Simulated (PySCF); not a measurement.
# Molecular orbitals of Mn2

PBE at R = 3.336 Å; basis Mn def2-TZVPP; no relativity; PySCF 2.14. State: Ms = 0 determinant of mixed spin (⟨S²⟩ near 5.0), paired orbitals spin-polarised. Only the outer orbitals are listed.

| spin | orbital | occ. | ε (eV) | main shells (%) |
| --- | --- | --- | --- | --- |
| α | δ | 1 | -7.76 | 100 d |
| α | δ | 1 | -7.76 | 100 d |
| α | π | 1 | -7.72 | 100 d |
| α | π | 1 | -7.72 | 100 d |
| α | σ | 1 | -7.60 | 98 d |
| α | σ | 1 | -5.70 | 93 s |
| α | σ | 1 | -4.01 | 78 s, 16 d |
| α | δ | 0 | -3.57 | 100 d |
| α | δ | 0 | -3.57 | 100 d |
| α | σ | 0 | -3.57 | 78 d, 15 s |
| β | δ | 1 | -7.76 | 100 d |
| β | δ | 1 | -7.76 | 100 d |
| β | π | 1 | -7.72 | 100 d |
| β | π | 1 | -7.72 | 100 d |
| β | σ | 1 | -7.60 | 98 d |
| β | σ | 1 | -5.70 | 93 s |
| β | σ | 1 | -4.01 | 78 s, 16 d |
| β | δ | 0 | -3.57 | 100 d |
| β | δ | 0 | -3.57 | 100 d |
| β | σ | 0 | -3.57 | 78 d, 15 s |

Q: Which are the highest filled and the lowest empty level, where do they sit, and how wide is the gap?

A: Highest filled β σ at -4.01 eV (in %: 78 s, 16 d); lowest empty α δ at -3.57 eV (in %: 100 d); the gap at PBE is 0.44 eV.

```
bond order (Mayer)             : 0.60
⟨S²⟩                           : 4.961
polarisability along the bond  : 220.4 bohr³
polarisability across the bond : 114.4 bohr³
```

Closed-shell solutions of metal pairs were not tested for spin polarisation, which can lower them a little.
